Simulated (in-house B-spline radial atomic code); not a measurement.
**RPA and G0W0 on PBE0: the gallium ion Ga³⁺**

Configuration [Ar] 3d10, mean-field start PBE0. Computed with a B-spline radial code for spherical atoms: all electrons, scalar-relativistic (spin-free one-electron X2C), finite nucleus, each spin shell either full or empty, empty states to l = 9 with an (l + 1/2)⁻⁴ tail; G0W0 by contour deformation at full frequency.

Command:
```bash
python run_gw.py task.json out
```
Settings (radii: box in bohr, nucleus in fm):
```
Z                        31
electrons                28
configuration            [Ar] 3d10
hamiltonian              x2c
method                   pbe0
lmax                     9
rms_radius               3.9973
spin_polarised           False
box_radius               14.14
intervals                69
```

Run time, properties included: 3.3 s on 1 thread of Arm Neoverse N1 (shared host).

Energies (hartree):

```csv
term,value
mean-field total,-1941.51744
Hartree-Fock functional on these orbitals,-1940.23753
direct second order,-2.4773
second-order exchange,0.71457
SOSEX correction,0.6505
```

(1) What is the RPA correlation energy, and what remains with SOSEX?

Quasi-particle levels (eV):

| level | occupied | mean field | Σx - vxc | Σc | QP weight | G0W0 |
| --- | --- | --- | --- | --- | --- | --- |
| 3d | yes | -55.88 | -10.00 | ? | ? | ? |
| 4s | no | -34.79 | 5.32 | -1.39 | 0.985 | -30.85 |

G0W0 = mean field + (Σx - vxc) + Σc, with Σc (partial-wave tail included) taken at the quasi-particle energy. Only the outer levels were computed. Levels of low weight are left out.

(2) Where does G0W0 put 3d?

Results:

(1) RPA gives -2.101 hartree (-2.04 eV per electron); RPA + SOSEX gives -1.4505, and the second-order doubles -1.7628 hartree (no singles). SOSEX takes back 31 % of the RPA value.

(2) At -63.55 eV, with Σc = 2.33 eV and a quasi-particle weight of 0.931. The tabulated removal energy is 63.241 ± 0.009 eV (NIST, measured); the calculation leaves out spin-orbit coupling, Breit and QED terms, and what these don't explain is the method's own error.
